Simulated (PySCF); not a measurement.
The vertical singlet excitations below were computed for one of the candidates. Method: TDDFT B3LYP/def2-SVPD, vertical, gas phase, core orbitals frozen in the response in PySCF 2.14.0, density-fitted response routines. Geometries: GFN2-xTB, one conformer each.

```json
{"state": "S1", "E (eV)": "6.37", "f": "0.120"}
{"state": "S2", "E (eV)": "6.73", "f": "0.0061"}
{"state": "S3", "E (eV)": "6.82", "f": "0.173"}
{"state": "S4", "E (eV)": "7.15", "f": "0.0015"}
{"state": "S5", "E (eV)": "7.15", "f": "0.047"}
{"state": "S6", "E (eV)": "7.16", "f": "0.0029"}
{"state": "S7", "E (eV)": "7.25", "f": "0.0039"}
{"state": "S8", "E (eV)": "7.51", "f": "0.236"}
```

Problem. Which candidate is it? All have the formula C5H12OSi.
A. `CC(=O)[C@H](C)C[SiH3]`
B. `[SiH2](C)CCC(=O)C`
C. `CC/C=C/CO[SiH3]`

Solution. C. Its S1, at 6.37 eV, is the highest among the candidates; the nearest of the others has S1 at 4.47 eV. S1 is HOMO→LUMO (72%), HOMO→LUMO+1 (14%), HOMO-1→LUMO (13%). Löwdin shares by element: HOMO carbon 78% or more (atoms not listed hold the other 22%); LUMO carbon 38% or more, silicon 20% (atoms not listed hold the other 43%). At the same level the other candidates give, for their lowest levels:
- `CC(=O)[C@H](C)C[SiH3]`: 4.39 eV (f 0.000); 6.31 eV (f 0.009); 6.59 eV (f 0.008); 7.04 eV (f 0.012); 7.09 eV (f 0.004); T1 3.86 eV; HOMO -7.04, LUMO -0.84 eV
- `C[SiH2]CCC(C)=O`: 4.47 eV (f 0.000); 6.28 eV (f 0.015); 6.42 eV (f 0.007); 7.02 eV (f 0.001); 7.08 eV (f 0.008); T1 3.91 eV; HOMO -7.10, LUMO -0.80 eV

Shape of the structure used: `[CH3:1][CH2:2]/[CH:3]=[CH:4]/[CH2:5][O:6][SiH3:7]`: C1–C2–C3–C4 -119°, C3–C4–C5–O6 -126°, C4–C5–O6–Si7 180°.
Triplets come from the Tamm–Dancoff approximation.
